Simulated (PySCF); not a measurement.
**Magnetisability: SMILES CC(=O)CC(F)F, C₄H₆F₂O**

Geometry (Å), atoms numbered from 1 in this order:
```xyz
13

C     1.812    0.025   -0.377
C     0.700    0.279    0.594
O     0.729    1.119    1.453
C    -0.535   -0.597    0.389
C    -1.670    0.277   -0.126
F    -2.809   -0.442   -0.258
F    -1.379    0.745   -1.365
H     2.137   -1.011   -0.305
H     1.443    0.192   -1.388
H     2.649    0.688   -0.178
H    -0.850   -1.015    1.346
H    -0.351   -1.399   -0.327
H    -1.880    1.140    0.524
```

The calculation used PySCF 2.14.0, GIAO BHandHLYP/pcSseg-1 magnetisability, rotational g tensor and spin-rotation constants, non-relativistic, gas phase. Geometry: GFN2-xTB.

Problem. How diamagnetic is it, and how anisotropic?

Solution. Isotropic -866 × 10⁻³⁰ J/T², or -52.2 × 10⁻⁶ cm³/mol; principal values -975, -921, -702 × 10⁻³⁰ J/T², anisotropy 250 × 10⁻³⁰ J/T² (root of half the summed squared differences of the principal values). The susceptibility is in cgs units.

Problem. Split it along the inertial axes a, b, c into diamagnetic and paramagnetic parts about the centre of mass, with the quadrupole moment.

Solution. 
| axis | χ (10⁻⁶ cm³/mol) | diamagnetic (10⁻⁶ cm³/mol) | paramagnetic (10⁻⁶ cm³/mol) | summed x² of all electrons (Å²) | quadrupole Θ (D Å) |
| --- | --- | --- | --- | --- | --- |
| a | -54.3 | -322.0 | 267.7 | 156.0 | -5.33 |
| b | -51.5 | -792.0 | 740.5 | 45.2 | +1.04 |
| c | -50.6 | -853.5 | 802.8 | 30.7 | +4.29 |

Anisotropies 2χaa − χbb − χcc = -6.5 and 2χbb − χaa − χcc = +1.9 × 10⁻⁶ cm³/mol. Θ is traceless in Buckingham's convention.

Problem. And the rotational g tensor?

Solution. 
```csv
axis,rotational constant (GHz),g,nuclear part,electronic part
a,4.8675,-0.0400,0.5722,-0.6122
b,1.5850,-0.0179,0.5335,-0.5514
c,1.4560,-0.0183,0.5308,-0.5492
```
Asymmetric top; isotopes 12C, 19F, 1H, 16O; no vibrational averaging.
